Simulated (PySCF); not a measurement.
Ga(Et)2(Vi), C₆H₁₃Ga, SMILES [Ga]([CH2]C)([CH2]C)[CH]=C at its GFN2-xTB optimised geometry (Å):

```
20

Ga    -0.3998     0.0634     0.0000
C     -1.3774    -1.7642     0.0709
C     -2.8992    -1.5954     0.0508
H     -1.0774    -2.3045     0.9785
H     -1.0614    -2.3907    -0.7733
H     -3.2183    -1.1024    -0.8692
H     -3.2286    -0.9815     0.8913
H     -3.4083    -2.5586     0.1138
C     -1.3902     1.8808     0.0000
C     -1.3333     2.5434     1.3835
H     -2.4389     1.7442    -0.2927
H     -0.9453     2.5586    -0.7398
H     -0.2989     2.6849     1.7018
H     -1.8293     1.9205     2.1300
H     -1.8240     3.5182     1.3742
C      1.6431     0.0634     0.0000
C      2.3253     1.2001    -0.0882
H      2.2053    -0.8692     0.0706
H      3.4083     1.2496    -0.0935
H      1.8172     2.1547    -0.1625
```

Computed with PBE0/def2-SVP run with PySCF. Cells within 0.4 Å of a nucleus heavier than hydrogen are left out (blank, or x).

Map of the deformation density (molecule minus spherical neutral atoms) (e/bohr³) on the plane z = 0.0 Å:

```
|1111111111111111111111111111111|
|1111111111111111111111111111111|
|1111111111111111111111111111111|
|1111111111111111111111111111111|
|1111111111111111111111111111111|
|1111111111000011111111111111111|
|1111111110000001111111111111111|
|1111111100000000110000011111111|
|1111111000012100000001000111111|
|11111100132x3100000154100011111|
|11111100377xx100000287211001111|
|111111001434531100014xx66100111|
|111111101112432110003xx87100111|
|1111111000122111111299222001111|
|11111110001110x0133xx6100001111|
|1111110000011xx1146xx2000011111|
|1111000000011000133486200111111|
|1111001000123211111278200111111|
|1110002201134321110122001111111|
|1110002xx54x5211000000001111111|
|1110014x465xx000011100011111111|
|1110149512123100111111111111111|
|1110027310011100111111111111111|
|1111001100000001111111111111111|
|1111000000000011111111111111111|
|1111111111111111111111111111111|
|1111111111111111111111111111111|
|1111111111111111111111111111111|
|1111111111111111111111111111111|
|1111111111111111111111111111111|
|1111111111111111111111111111111|
```
Scale: ten equal steps from -0.014 (start of '0') to 0.098 (end of '9'), in the order '0123456789'; x runs from -5.50 to 5.50, y from -5.50 (bottom) to 5.50 (top).
